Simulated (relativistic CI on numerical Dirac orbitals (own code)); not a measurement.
Hyperfine structure of Au, mass number 197

Computed by Dirac-Coulomb-Breit CI, orbitals from a KLI potential per configuration, model QED, valence Slater integrals scaled by 0.85, P86 correlation energy added to each configuration (own radial code, finite nucleus).

Configuration list (outside the closed core [Xe] 4f14): 5d¹⁰6s, 5d⁹6s², 5d¹⁰6p, 5d⁹6s6p, 5d¹⁰7s, 5d¹⁰7p, 5d¹⁰6d, 5d¹⁰8s, 5d¹⁰8p, 5d¹⁰5f, 5d¹⁰7d, 5d¹⁰9s, 5d¹⁰9p, 5d¹⁰5g, 5d¹⁰6f. Double excitations out of closed p, d and f shells are left out; levels of such configurations are missing from the list, as are those of other unlisted configurations, and high levels can miss mixing partners.

Nuclear spin I = 3/2, μ = 0.1452 μN, Q = 0.547 b (tables of Stone and Pyykkö). The electronic factors are computed for point nuclear moments, without core polarisation; leaving it out makes A of s and p electrons in near-neutral atoms 20 to 40 % too small, and it can dominate for d and f shells.

```csv
Level,E (cm⁻¹),A (MHz),B (MHz)
5d¹⁰6s ²S1/2,0.0,2777,
5d⁹6s² ²D5/2,12957.1,78.19,-931
5d⁹6s² ²D3/2,24539.0,212.9,-843
5d¹⁰6p ²P°1/2,33325.6,292.4,
5d¹⁰6p ²P°3/2,36026.5,52.67,250
5d⁹6s6p ⁴P°5/2,37940.4,628.4,-490
5d⁹6s6p ⁴F°7/2,41457.0,402.2,-1140
5d⁹6s6p ⁴P°3/2,42984.6,240.6,-180
```

Levels with J = 0, under 50 % of one LS term, or S terms without an open s electron are left out. Small factors come from cancelling terms and can be off by tens of per cent or more.

Correlation outside the listed configurations is missing or only estimated: errors of thousands of cm⁻¹ between configurations and terms are usual at this charge. Rates and lifetimes follow the computed energies and can be off by large factors. The fine structure of a lone outer electron comes out too small, for d and f at times inverted, and misplaced configurations move strength between like terms. 8 of the 19 excited levels that our extract of the measured tables holds in this range could be paired (the sources list more); they are missed by 5519 cm⁻¹ on average and 7831 at most, and levels without a partner can miss by more.

Task: Give the hyperfine levels of 5d¹⁰6s ²S1/2 relative to its centre of gravity.

Result: With K = F(F + 1) − I(I + 1) − J(J + 1), E = AK/2: F = 1: -3472, F = 2: 2083 MHz.

LS names give the leading component of a level, which can be under half, so a name can repeat, a term be missing and a line seem to break the LS rules.
